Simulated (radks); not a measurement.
Results of a calculation; reference values are marked as such.
The mean radii <r> (bohr) of the occupied orbitals of an atom or ion are listed with their occupations. Level of theory: scalar-relativistic Kohn-Sham, SCAN, spin-polarised, spherical densities, finite nucleus; meta-GGA in the generalised Kohn-Sham scheme; Fermi nuclear charge, rms radius of each element as measured or else 0.836 A^(1/3) + 0.57 fm (a radial shooting solver on a logarithmic mesh with Libxc functionals).

orbital  occ.      <r>
1s up       1  0.03917
1s down     1  0.03917
2s up       1   0.1723
2s down     1   0.1723
2p up       3   0.1504
2p down     3   0.1504
3s up       1   0.4906
3s down     1   0.4905
3p up       3   0.4974
3p down     3   0.4971
3d up       5   0.4974
3d down     5   0.4964
4s up       1    1.321
4p up       3    1.475
4p down     3    1.495

Name the element and its charge. Open shells, if any, are filled with parallel spins first.

Answer. Z = 38, strontium, charge +3: Sr3+ in [Ar] 3d10 4s1 4p6. The 1s radius gives Z: for a bare nucleus <r> = (2 gamma + 1)/(2Z) with gamma = sqrt(1 - (Z/c)^2), 0.03844 bohr for Z = 38, and screening makes it slightly larger (0.03917 here). The occupations add up to 35, and the charge is Z minus that.
